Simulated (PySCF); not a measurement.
Parent: `[O:1]=[C:2]([OH:3])[GeH3:4]` with O1–C2–O3–H 0°, CH4GeO2.

Computed, not measured: PBE0-D3(BJ)/def2-SVP geometry optimisation, gas phase (PySCF 2.14.0). One conformer each, not checked by frequencies here.

```
coordinate of the parent    value
                   O1=C2  1.200 Å
                   C2–O3  1.340 Å
                  C2–Ge4  1.993 Å
                O1–C2–O3   123.0°
               O1–C2–Ge4   124.6°
               O3–C2–Ge4   112.3°
```

**Question.** How does the shared frame change in `[NH2:1][GeH2:2][C:3](=[O:4])[OH:5]` with H–N1–Ge2–C3 64° and -62°, N1–Ge2–C3–O4 80°, Ge2–C3–O5–H 177°, CH5GeNO2? Atoms pair as O1 = O4, C2 = C3, O3 = O5, Ge4 = Ge2 (parent first).

**Answer.** 
| parent | relative | value in the relative | change |
| --- | --- | --- | --- |
| O1=C2 | O4=C3 | 1.203 Å | +0.003 |
| C2–O3 | C3–O5 | 1.342 Å | +0.002 |
| C2–Ge4 | C3–Ge2 | 2.004 Å | +0.011 |
| O1–C2–O3 | O4–C3–O5 | 122.6° | -0.4 |
| O1–C2–Ge4 | O4–C3–Ge2 | 124.0° | -0.6 |
| O3–C2–Ge4 | O5–C3–Ge2 | 113.3° | +1.0 |

Of the parent's bonds, C2–Ge4 changes most (+0.011 Å). Bonds of the relative outside the shared frame: N1–Ge2 1.831 Å.

**Question.** How does the shared frame change in `[O:1]=[C:2]([OH:3])[GeH2:4][O:5][SiH3:6]` with O1–C2–O3–H 0°, O1–C2–Ge4–O5 2°, C2–Ge4–O5–Si6 -4°, CH6GeO3Si? Atoms pair as O1 = O1, C2 = C2, O3 = O3, Ge4 = Ge4 (parent first).

**Answer.** 
| parent | relative | value in the relative | change |
| --- | --- | --- | --- |
| O1=C2 | O1=C2 | 1.202 Å | +0.002 |
| C2–O3 | C2–O3 | 1.335 Å | -0.005 |
| C2–Ge4 | C2–Ge4 | 1.992 Å | -0.001 |
| O1–C2–O3 | O1–C2–O3 | 123.5° | +0.5 |
| O1–C2–Ge4 | O1–C2–Ge4 | 122.6° | -2.0 |
| O3–C2–Ge4 | O3–C2–Ge4 | 113.9° | +1.6 |

Of the parent's bonds, C2–O3 changes most (-0.005 Å). Bonds of the relative outside the shared frame: Ge4–O5 1.761, O5–Si6 1.665 Å.

**Question.** How does the shared frame change in `[CH3:1][S:2][GeH2:3][C:4](=[O:5])[OH:6]` with C1–S2–Ge3–C4 65°, S2–Ge3–C4–O5 153°, Ge3–C4–O6–H -179°, C2H6GeO2S? Atoms pair as O1 = O5, C2 = C4, O3 = O6, Ge4 = Ge3 (parent first).

**Answer.** 
| parent | relative | value in the relative | change |
| --- | --- | --- | --- |
| O1=C2 | O5=C4 | 1.200 Å | 0.000 |
| C2–O3 | C4–O6 | 1.340 Å | 0.000 |
| C2–Ge4 | C4–Ge3 | 1.999 Å | +0.006 |
| O1–C2–O3 | O5–C4–O6 | 123.0° | 0.0 |
| O1–C2–Ge4 | O5–C4–Ge3 | 123.1° | -1.5 |
| O3–C2–Ge4 | O6–C4–Ge3 | 113.9° | +1.6 |

Of the parent's bonds, C2–Ge4 changes most (+0.006 Å). Bonds of the relative outside the shared frame: C1–S2 1.822, S2–Ge3 2.212 Å.
